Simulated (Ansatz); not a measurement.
The same bond dissociation along the group F, Cl, Br.

Isolated molecules relaxed with PBE0-D4/def2-TZVP in Ansatz; ΔE leaves out vibrations. CCSD(T)/CBS is the MP2 limit (def2-TZVPP, def2-QZVPP) plus CCSD(T) − MP2 in def2-TZVPP, frozen cores. This one scheme is used for every species, atoms too. No spin–orbit coupling; open shells (•) take unrestricted orbitals. Spin–orbit coupling would lower the free atoms: a little for Cl, F; clearly for Br. For Br, Ga outer-core shells are correlated without core-valence functions, so the limit isn't a true one: a few kJ/mol of doubt a bond, and 10 to 20 or more in all where bonds break to atoms. Scalar relativity is left out up to krypton. Each species was taken in one conformer, which may not be the lowest.

```json
{"reaction": "`[OH][Ga]([OH])[F]` → F• + `[OH][Ga][OH]`•", "CCSD/CBS(def2) (eV)": "5.65"}
{"reaction": "`[OH][Ga]([OH])[Cl]` → Cl• + `[OH][Ga][OH]`•", "CCSD/CBS(def2) (eV)": "4.55"}
{"reaction": "`[OH][Ga]([OH])[Br]` → Br• + `[OH][Ga][OH]`•", "CCSD/CBS(def2) (eV)": "4.16"}
```

(1) Give the CCSD(T)/CBS values in the same order. (Best estimate.)

Largest T1 diagnostic: 0.017, for `[OH][Ga][OH]`•.

Answers

(1) Ansatz gave: 5.74, 4.63, 4.24 eV.
